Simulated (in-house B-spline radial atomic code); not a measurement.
Ru5+: [Kr] 4d3

All numbers are computed (Dirac-Kohn-Sham relativistic LDA, spherical fractional occupations; Fermi nucleus of rms radius 4.4809 fm) with an all-electron radial atomic-structure program (B-spline basis), not measured.

Effective charges: Z_r = [3n² - l(l+1)]/(2<r>) from the radius, Z_e = n√(-2ε) from the energy, and Slater's rules. Values are occupation-weighted means over j. An effective charge above Z reflects the relativistic contraction of the inner shells.

| shell | electrons | ε (eV) | <r> (bohr) | Z_r | Z_e | Slater |
| --- | --- | --- | --- | --- | --- | --- |
| 1s | 2 | -21877 | 0.03355 | 44.70 | 40.10 | 43.70 |
| 2s | 2 | -3210.8 | 0.1458 | 41.17 | 30.72 | 39.85 |
| 2p | 6 | -2890.4 | 0.127 | 39.36 | 29.15 | 39.85 |
| 3s | 2 | -623.58 | 0.4036 | 33.45 | 20.31 | 32.75 |
| 3p | 6 | -517.48 | 0.4034 | 30.99 | 18.50 | 32.75 |
| 3d | 10 | -344.53 | 0.384 | 27.34 | 15.10 | 22.85 |
| 4s | 2 | -143.99 | 0.9955 | 24.11 | 13.01 | 16.25 |
| 4p | 6 | -113.26 | 1.08 | 21.31 | 11.54 | 16.25 |
| 4d | 3 | -67.723 | 1.312 | 16.00 | 8.92 | 7.30 |

The least bound orbital is 4d5/2 at -67.52 eV, and it is also the most diffuse (<r> = 1.316 bohr).

Spin-orbit splittings of the orbital energies (j = l + 1/2 above j = l - 1/2 when positive): 2p 129.8 eV, 3p 22.09 eV, 3d 4.33 eV, 4p 3.731 eV, 4d 0.5084 eV.

For the 1s electron the small component carries 2.57 % of the norm, the zero-frequency Breit interaction raises the level by 44.57 eV, self-energy by 24.58 eV, and vacuum polarisation lowers it by 2.936 eV.

The density falls to 0.001 bohr⁻³ at 2.821 bohr; Σ<r²> = 19.623 bohr² gives, by the non-relativistic formula and without the paramagnetism of open shells, a Langevin diamagnetic susceptibility of -15.54×10⁻⁶ cm³/mol.
